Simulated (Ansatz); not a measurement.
Harmonic frequencies (cm⁻¹) at PBE0-D4/def2-TZVP from Ansatz: 118, 145, 206, 440, 480, 551, 566, 652, 671, 712, 728, 807, 835, 876, 885, 930, 970, 1058, 1096, 1283, 2133, 2139, 2155, 2251, 2274, 3094, 3596.

Problem. Which molecule is it?
A. `[SiH3][CH]1[NH][GeH2]1`
B. `[SiH3]/N=[CH]\[GeH3]`
C. `[GeH3][CH]1N[SiH2]1`
D. `C1[NH][GeH2][SiH2]1`

Solution. C.
